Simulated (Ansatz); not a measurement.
`C[CH2][Ge][OH]` + `[SeH][InH2]` → `C[Se][InH2]` + `[CH3][Ge][OH]`  (substitution at a C–C bond)

Isolated molecules relaxed with PBE0-D4/def2-TZVP in Ansatz; ΔE leaves out vibrations. CCSD(T)/CBS adds triple-zeta CCSD(T) − MP2 to the extrapolated MP2 energy (def2 sets, frozen cores). DFT in def2-TZVPP. B3LYP here is the variant with VWN-RPA as its local correlation; programs differ in this. HSE06 is defined as in plane-wave codes. Elements past krypton have def2 core potentials. For Ge, In, Se outer-core shells are correlated without core-valence functions, which leaves a few kJ/mol of doubt a bond. Scalar relativity is left out up to krypton. Each species was taken in one conformer, which may not be the lowest.

| level | ΔE (kcal/mol) | difference from CCSD(T)/CBS |
| --- | --- | --- |
| LDA (SPW92) | 3.0 | 2.2 |
| PBE-D4 | 0.6 | -0.2 |
| BLYP-D4 | -0.1 | -0.9 |
| r2SCAN-D4 | 0.9 | 0.1 |
| B97M-V | 1.0 | 0.2 |
| PBE0-D4 | 1.1 | 0.3 |
| B3LYP-D4 | 0.5 | -0.3 |
| r2SCANh-D4 | 1.0 | 0.2 |
| r2SCAN0-D4 | 1.3 | 0.5 |
| HSE06-D4 | 1.1 | 0.3 |
| BHLYP-D4 | 1.0 | 0.2 |
| ωB97X-V | 1.2 | 0.4 |
| ωB97M-V | 1.0 | 0.2 |
| B2PLYP | 0.3 | -0.5 |
| PBE-QIDH | 1.1 | 0.3 |
| PBE | 0.4 | -0.4 |
| BLYP | -0.4 | -1.2 |
| r2SCAN | 0.8 | 0.0 |
| PBE0 | 1.0 | 0.2 |
| B3LYP | 0.3 | -0.5 |
| r2SCANh | 1.0 | 0.2 |
| r2SCAN0 | 1.2 | 0.4 |
| HSE06 | 1.0 | 0.2 |
| BHLYP | 1.0 | 0.2 |
| CAM-B3LYP | 1.4 | 0.6 |
| LC-ωPBE | 1.7 | 0.9 |
| RPA@PBE/def2-TZVPP | 0.7 | -0.1 |
| HF/def2-SVP | 4.0 | 3.2 |
| MP2/def2-SVP | 4.9 | 4.1 |
| CCSD/def2-SVP | 5.5 | 4.7 |
| CCSD(T)/def2-SVP | 5.4 | 4.6 |
| HF/def2-TZVPP | 1.0 | 0.2 |
| MP2/def2-TZVPP | 0.2 | -0.6 |
| SCS-MP2/def2-TZVPP | 0.2 | -0.6 |
| CCSD(T)/def2-TZVPP | 0.8 | 0.0 |
| MP2/def2-QZVPP | 0.2 | -0.6 |
| SCS-MP2/def2-QZVPP | 0.2 | -0.6 |
| HF/CBS(def2) | 1.0 | 0.2 |
| MP2/CBS(def2) | 0.2 | -0.6 |
| CCSD/CBS(def2) | 1.0 | 0.2 |
| CCSD(T)/CBS | 0.8 | 0 |

Largest T1 diagnostic among the species: 0.014.

At CCSD(T), def2-SVP lies +4.6 kcal/mol from the extrapolated value and def2-TZVPP −0.0 kcal/mol. Leaving LDA and LC-ωPBE aside and taking each functional with its dispersion term where it has one, the values, not all of them listed here, spread over 1.6 kcal/mol, from BLYP-D4 to CAM-B3LYP-D4. LDA lies +2.5 kcal/mol from PBE without D4. From BLYP to BHLYP (50 % exact exchange), in def2-TZVPP and without D4, ΔE moves by +1.4 kcal/mol.
